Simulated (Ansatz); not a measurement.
`C=C[CH2][Al]([Cl])[Cl]` + HBr → `[Cl][Al]([Cl])[Br]` + propene at 298.15 K and 1 bar (ligand exchange at the Al–C bond).

Program: Ansatz. Geometries: PBE0-D4/def2-TZVP. ΔE: electronic, gas phase. CCSD(T)/CBS is the MP2 limit (def2-TZVPP, def2-QZVPP) plus CCSD(T) − MP2 in def2-TZVPP, frozen cores. For Br outer-core shells are correlated without core-valence functions, which leaves a few kJ/mol of doubt a bond. Scalar relativity is left out up to krypton. One conformer a species, not always the lowest.

```
                 species  CCSD(T)/CBS energy (Eh)  H − E (kJ/mol)  S (J/(mol·K))
`C=C[CH2][Al]([Cl])[Cl]`              -1278.87133           216.3          381.8
                     HBr              -2573.91920            24.6          198.6
    `[Cl][Al]([Cl])[Br]`              -3735.10209            28.6          334.5
                  `C=CC`               -117.74610           222.5          264.5
```

H − E and S are ideal-gas, rigid-rotor, harmonic terms from PBE0-D4/def2-TZVP, for one conformer and one mirror image of each species. 1 Eh = 2625.50 kJ/mol, R = 8.31446 J/(mol·K).

Question: By hand: ΔE, ΔH, ΔS and ΔG.

Answer: ΔE = (-3735.10209) + (-117.74610) − (-1278.87133) − (-2573.91920) = -0.05766 Eh = -151.4 kJ/mol. Δ(H − E) = 28.6 + 222.5 − 216.3 − 24.6 = 10.2, so ΔH = -141.2 kJ/mol. ΔS = 334.5 + 264.5 − 381.8 − 198.6 = 18.6 J/(mol·K). ΔG = -141.2 − 298.15 × (18.6)/1000 = -146.7 kJ/mol.

Question: By hand: the equilibrium constant, and the temperature at which ΔG would vanish if ΔH and ΔS stayed fixed.

Answer: log₁₀ K = −ΔG/(RT ln 10) = 25.7. ΔH and −TΔS have one sign here, so there is no such temperature.

ΔH outweighs TΔS. A doubt of 5 kJ/mol in ΔE shifts log₁₀ K by 0.9 here. Other conformers and mirror images would add mixing entropy, several J/(mol·K) or more a flexible species. These are equilibria of isolated gas molecules and say nothing of rates. Largest T1 diagnostic: 0.010 (customary marks: 0.02 for closed shells, 0.045 for open ones).
